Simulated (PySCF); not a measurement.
**BiO at M06-L**

Level: M06-L. basis Bi x2c-TZVPPall, O x2c-TZVPPall; spin-free X2C with a Gaussian nucleus; PySCF 2.14.

```
state                                           : doublet, unpaired electrons π ↑, a mixture of terms (⟨Lz²⟩ = 2.4)
bond length                                     : 1.918 Å
harmonic wavenumber                             : 762 cm⁻¹
force constant                                  : 5.09 mdyn/Å
rotational constant Be                          : 0.3086 cm⁻¹
well depth De to Bi + O                         : 4.12 eV
dissociation energy D0                          : 4.08 eV
bond order (Mayer)                              : 1.95
dipole moment (positive dipole means Bi(−)O(+)) : -3.89 D
```

These are scalar-relativistic numbers at best; spin–orbit coupling would shift them, the dissociation energy most. The state was picked by a PBE0 search and need not be the measured ground state.
